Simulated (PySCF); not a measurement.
## Nuclear quadrupole coupling in `CC(=O)[n+]1ccccc1`

Species: C7H8NO (charge +1).
Cartesian coordinates in Å at the GFN2-xTB level; atoms count from 1:
```xyz
17
C7H8NO angstrom
C      2.4858   -0.8283    0.3649
C      1.7555    0.2920   -0.2622
O      2.1939    1.2290   -0.8322
N      0.2474    0.2243   -0.1472
C     -0.4260    1.3215   -0.5283
C     -1.8015    1.3713   -0.4699
C     -2.4993    0.2590   -0.0134
C     -1.7839   -0.8716    0.3682
C     -0.4071   -0.8610    0.2920
H      3.5496   -0.5982    0.3303
H      2.1892   -0.9781    1.4015
H      2.3264   -1.7538   -0.1888
H      0.1748    2.1503   -0.8817
H     -2.3163    2.2671   -0.7796
H     -3.5771    0.2706    0.0414
H     -2.2906   -1.7568    0.7193
H      0.1722   -1.7253    0.5758
```

Field gradients from the PBE0/pcSseg-1 density (PySCF, non-relativistic), principal values in atomic units, ordered |Vxx| ≤ |Vyy| ≤ |Vzz|:

| atom | Vxx | Vyy | Vzz |
| --- | --- | --- | --- |
| O3 | 0.3766 | 1.4096 | -1.7862 |
| N4 | 0.0465 | 0.1170 | -0.1635 |

Question: Find the asymmetry η = (Vxx − Vyy)/Vzz and the couplings χ = eQV/h (234.96 MHz × Q in barn × V in au), with Q(17O) = −0.0256 b, Q(14N) = 0.02044 b.

Answer: 
```tsv
atom	environment	nucleus	η	χzz (MHz)	χxx (MHz)	χyy (MHz)
O3	carbonyl oxygen	17O	0.58	10.74	-2.27	-8.48
N4	pyridinium-type nitrogen	14N	0.43	-0.785	0.223	0.562
```

Question: What is Vzz at N4 in SI units (1 au = 9.71736 × 10²¹ V/m²)?

Answer: -0.1635 au = -1.588 × 10²¹ V/m².

Question: What couplings would deuterons (Q(2H) = 0.00286 b) have in place of the hydrogens, at this geometry?

Answer: 
```
atom  bonded to  bond length (Å)  Vzz (au)     η  χzz (kHz)
 H10         C1            1.089    0.2990  0.04        201
 H11         C1            1.089    0.3035  0.05        204
 H12         C1            1.090    0.3017  0.04        203
 H13         C5            1.083    0.2966  0.06        199
 H14         C6            1.079    0.3162  0.06        212
 H15         C7            1.079    0.3134  0.03        211
 H16         C8            1.079    0.3164  0.07        213
 H17         C9            1.079    0.3118  0.09        210
```

One conformer (not necessarily the lowest) at the GFN2-xTB geometry, without solvent, vibrations or thermal averaging. GFN2-xTB bond lengths can be off by several hundredths of an ångström, more for odd bonds, and the gradients follow them. These gradients aren't converged with respect to the basis.
